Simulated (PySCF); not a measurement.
**YI: energy against distance**

Set-up: Y def2-TZVPP with ECP28, I def2-TZVPP with ECP28; scalar-relativistic core potentials (PySCF 2.14). Energies in eV from Y (4d1 5s2) + I in their ground configurations at the same level. All curves are PBE0. state 1: ¹Σ⁺ (singlet), closed shell; state 2: ³Δ (triplet), unpaired electrons σ ↑, δ ↑, a second solution, started from another occupation; state 3: ³Π (triplet), unpaired electrons σ ↑, π ↑, a second solution, started from another occupation; state 4: Ms = 0 determinant of mixed spin (⟨S²⟩ near 1.0), unpaired electrons σ ↓, δ ↑, a second solution, started from another occupation.

```csv
R (Å),state 1,state 2,state 3,state 4
2.386,-2.869,-2.362,-2.036,-1.879
2.497,-3.447,-3.000,-2.692,-2.533
2.608,-3.754,-3.365,-3.073,-2.912
2.691,-3.858,-3.511,-3.229,-3.067
2.774,-3.882,-3.576,-3.302,-3.140
2.857,-3.848,-3.579,-3.314,-3.151
2.968,-3.737,-3.516,-3.260,-3.095
3.107,-3.531,-3.362,-3.118,-2.950
3.273,-3.230,-3.116,-2.883,-2.712
3.495,-2.797,-2.743,-2.526,-2.349
```

Task: Put a parabola through the three lowest points of the state 1 curve and estimate Re, k and ωe (reduced mass 52.28 u; 1 eV/Å² = 0.16022 mdyn/Å; ωe = 1302.8·√(k/μ) cm⁻¹).

Result: Through R = 2.691, 2.774, 2.857 Å the second-order coefficient is 4.21 eV/Å², so Re ≈ 2.767 Å, k ≈ 1.35 mdyn/Å and ωe ≈ 209 cm⁻¹. A polynomial fit of higher order to the unrounded PBE0 energies gives Re = 2.763 Å, k = 1.41 mdyn/Å, ωe = 214 cm⁻¹; anharmonicity and rounding make the difference.

The higher-order fit for each curve: state 1: Re = 2.763 Å, ωe = 214 cm⁻¹, De = 3.88 eV; state 2: Re = 2.821 Å, ωe = 197 cm⁻¹, minimum 3.58 eV below the ground-state fragments; state 3: Re = 2.834 Å, ωe = 194 cm⁻¹, minimum 3.32 eV below the ground-state fragments; state 4: Re = 2.832 Å, ωe = 195 cm⁻¹, minimum 3.15 eV below the ground-state fragments.

The metal atom is held in its measured ground configuration; semilocal functionals can put another filling of s and d lower by some tenths of an eV, and De to that atom would be smaller. These are scalar-relativistic numbers at best; spin–orbit coupling would shift them, the dissociation energy most.
